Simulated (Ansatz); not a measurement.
Cartesian coordinates in Å:
```
C 0.8727 -0.1031 0.5763
B -0.4470 0.0865 -0.2218
O -0.6131 -0.4178 -1.4569
Br -1.9287 1.0861 0.5710
H 1.6071 -0.6815 0.0134
H 1.3070 0.8673 0.8330
H 0.6765 -0.6075 1.5266
H -1.4745 -0.2301 -1.8416
```

The species carries charge 0 and has multiplicity 1.

Question: List the PBE/def2-TZVPP orbital energies in eV (the Gaussian-basis code of Ansatz). (Estimate.)

Answer: The calculation gave: Occupied: -13088.74, -1681.87, -1516.24, -1516.18, -1516.17, -511.28, -268.51, -228.66, -178.66, -170.81, -170.65, -170.61, -67.48, -67.44, -67.41, -67.29, -67.29, -26.30, -19.34, -17.49, -14.29, -11.24, -10.28, -10.08, -9.51, -9.08, -8.00, -7.26, -6.98. Lowest empty: -1.04, -0.10, 0.54, 1.23, 2.14, 2.22, 2.64, 3.03.
